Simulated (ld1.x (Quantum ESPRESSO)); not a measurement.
Reading a pseudo-wave (bismuth)

Columns: radius, all-electron u(r) and pseudo u(r) of the 6s shell (level -14.48 eV) of bismuth in the configuration [Xe] 4f14 5d10 6s2 6p3; PBE, scalar-relativistic, TM scheme, ld1.x (Quantum ESPRESSO) 7.5.

```csv
r (bohr),all-electron,pseudo
0.123,0.1854,-0.0176
0.245,-0.1991,-0.0369
0.368,-0.1646,-0.0598
0.490,0.1744,-0.0883
0.613,0.3814,-0.1252
0.735,0.3737,-0.1724
0.858,0.2207,-0.2332
0.980,0.0076,-0.3075
1.103,-0.2108,-0.3953
1.225,-0.4004,-0.4904
1.348,-0.5517,-0.5859
1.470,-0.6608,-0.6700
1.593,-0.7334,-0.7347
1.715,-0.7739,-0.7740
1.838,-0.7895,-0.7895
1.960,-0.7854,-0.7854
2.083,-0.7668,-0.7668
2.205,-0.7379,-0.7379
2.328,-0.7016,-0.7016
2.450,-0.6612,-0.6612
2.573,-0.6179,-0.6179
2.695,-0.5741,-0.5741
2.818,-0.5301,-0.5301
2.940,-0.4875,-0.4875
3.063,-0.4463,-0.4463
3.185,-0.4074,-0.4074
```

Task: How many radial nodes do the two functions have?

Result: The all-electron 6s function has n − l − 1 = 5 (the table is too coarse to show those close to the nucleus); the pseudo-wave has 0, since the states of the same l below it are removed with the core.

Task: At about which radius was the pseudo-wave matched?

Result: 1.85 bohr. The columns agree to 0.0005 from 1.72 bohr on; several derivatives are matched, so the curves merge somewhat inside the radius.

Task: Is the pseudo-wave norm-conserving?

Result: Yes: the TM scheme keeps the norm inside the radius equal to the all-electron one, which fixes the energy derivative of the logarithmic derivative at the level.
